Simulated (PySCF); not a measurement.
**Atomic charges against the basis set**

Species: C₂H₁₀Si₂.
Atom-mapped SMILES: `[CH3:1][SiH2:2][CH2:3][SiH3:4]` (hydrogens: H5, H6, H7 on C1; H8, H9 on Si2; H10, H11 on C3; H12, H13, H14 on Si4)

PBE0 throughout (PySCF), one geometry, spherical d and f functions. The structure is a single PBE0-D3(BJ)/def2-SVP conformer in the gas phase; no vibrational or solvent corrections. Atoms taken as equivalent share a column and are averaged. The first 7 of 8 kinds of atom are listed.

Mulliken charges (e):

```json
{"basis": "STO-3G", "functions": "38", "C1": "-0.400", "Si2": "+0.616", "C3": "-0.463", "Si4": "+0.530", "H5/H6/H7": "+0.072", "H8/H9": "-0.129", "H10/H11": "+0.066"}
{"basis": "6-31G", "functions": "64", "C1": "-0.826", "Si2": "+0.747", "C3": "-0.964", "Si4": "+0.555", "H5/H6/H7": "+0.196", "H8/H9": "-0.114", "H10/H11": "+0.222"}
{"basis": "pcSseg-0", "functions": "64", "C1": "-1.183", "Si2": "+0.931", "C3": "-1.446", "Si4": "+0.550", "H5/H6/H7": "+0.262", "H8/H9": "-0.045", "H10/H11": "+0.298"}
{"basis": "6-31G*", "functions": "84", "C1": "-0.772", "Si2": "+0.532", "C3": "-0.796", "Si4": "+0.358", "H5/H6/H7": "+0.200", "H8/H9": "-0.076", "H10/H11": "+0.214"}
{"basis": "cc-pVDZ", "functions": "114", "C1": "-0.267", "Si2": "+0.286", "C3": "-0.347", "Si4": "+0.208", "H5/H6/H7": "+0.068", "H8/H9": "-0.056", "H10/H11": "+0.082"}
{"basis": "def2-SVP", "functions": "114", "C1": "-0.360", "Si2": "+0.444", "C3": "-0.541", "Si4": "+0.353", "H5/H6/H7": "+0.080", "H8/H9": "-0.073", "H10/H11": "+0.105"}
{"basis": "6-311+G(2d,p)", "functions": "184", "C1": "-0.714", "Si2": "+0.590", "C3": "-0.730", "Si4": "+0.353", "H5/H6/H7": "+0.163", "H8/H9": "-0.075", "H10/H11": "+0.178"}
{"basis": "aug-cc-pVDZ", "functions": "190", "C1": "+0.463", "Si2": "+0.037", "C3": "+0.303", "Si4": "-0.595", "H5/H6/H7": "-0.262", "H8/H9": "+0.281", "H10/H11": "-0.366"}
{"basis": "def2-TZVP", "functions": "196", "C1": "-0.504", "Si2": "+0.226", "C3": "-0.439", "Si4": "+0.132", "H5/H6/H7": "+0.143", "H8/H9": "-0.030", "H10/H11": "+0.145"}
{"basis": "IGLO-III", "functions": "258", "C1": "-0.629", "Si2": "+0.784", "C3": "-0.792", "Si4": "+0.709", "H5/H6/H7": "+0.144", "H8/H9": "-0.181", "H10/H11": "+0.183"}
{"basis": "cc-pVTZ", "functions": "268", "C1": "-0.394", "Si2": "+0.237", "C3": "-0.353", "Si4": "+0.142", "H5/H6/H7": "+0.109", "H8/H9": "-0.040", "H10/H11": "+0.106"}
```

IAO charges (e):

| basis | functions | C1 | Si2 | C3 | Si4 | H5/H6/H7 | H8/H9 | H10/H11 |
| --- | --- | --- | --- | --- | --- | --- | --- | --- |
| STO-3G | 38 | -0.648 | +0.757 | -0.756 | +0.632 | +0.130 | -0.124 | +0.128 |
| 6-31G | 64 | -0.703 | +0.641 | -0.780 | +0.447 | +0.162 | -0.094 | +0.169 |
| pcSseg-0 | 64 | -0.708 | +0.653 | -0.805 | +0.442 | +0.161 | -0.092 | +0.172 |
| 6-31G* | 84 | -0.707 | +0.754 | -0.818 | +0.575 | +0.155 | -0.126 | +0.163 |
| cc-pVDZ | 114 | -0.705 | +0.752 | -0.815 | +0.570 | +0.154 | -0.125 | +0.162 |
| def2-SVP | 114 | -0.699 | +0.770 | -0.818 | +0.591 | +0.151 | -0.131 | +0.161 |
| 6-311+G(2d,p) | 184 | -0.729 | +0.785 | -0.843 | +0.603 | +0.159 | -0.132 | +0.167 |
| aug-cc-pVDZ | 190 | -0.718 | +0.755 | -0.822 | +0.571 | +0.158 | -0.125 | +0.165 |
| def2-TZVP | 196 | -0.733 | +0.796 | -0.849 | +0.613 | +0.159 | -0.135 | +0.167 |
| IGLO-III | 258 | -0.733 | +0.795 | -0.848 | +0.611 | +0.159 | -0.135 | +0.167 |
| cc-pVTZ | 268 | -0.730 | +0.782 | -0.843 | +0.598 | +0.160 | -0.132 | +0.167 |

Some averages cover members that differ in this geometry, most widely: H5/H6/H7, Mulliken in aug-cc-pVDZ -0.338 to -0.197; H10/H11, Mulliken in aug-cc-pVDZ -0.427 to -0.306; H8/H9, Mulliken in aug-cc-pVDZ +0.245 to +0.316 e.

Question: Which scheme is steadiest as the basis changes?

Answer: Largest range over the bases for any column: IAO 0.19 e, Mulliken 1.75 e. IAO charges move least and Mulliken charges most, counted in e. Without the minimal STO-3G basis the ranges are IAO 0.17, Mulliken 1.75 e.

Question: How much do the charges still move between the two largest bases, IGLO-III and cc-pVTZ?

Answer: At most, over all atoms: Mulliken 0.567 e, IAO 0.014 e.

Question: What do the same runs give for the total energy, the frontier levels and the dipole moment?

Answer: 
```
        basis  energy (Eh)  HOMO (eV)  LUMO (eV)  μ (D)
       STO-3G    -653.2584      -6.59       7.84   0.31
        6-31G    -660.7508      -8.53       1.13   0.70
     pcSseg-0    -659.9966      -8.90       0.99   0.54
       6-31G*    -660.8303      -8.47       1.04   0.76
      cc-pVDZ    -660.8657      -8.50       1.03   0.75
     def2-SVP    -660.6325      -8.58       0.97   0.73
6-311+G(2d,p)    -660.9147      -8.59      -0.03   0.74
  aug-cc-pVDZ    -660.8726      -8.55      -0.17   0.73
    def2-TZVP    -660.9223      -8.57       0.51   0.75
     IGLO-III    -660.9275      -8.58       0.37   0.74
      cc-pVTZ    -660.9254      -8.56       0.60   0.75
```

The dipole is fixed by the density alone, so its range of 0.45 D shows that the density itself changes with the basis, not only its division among atoms.
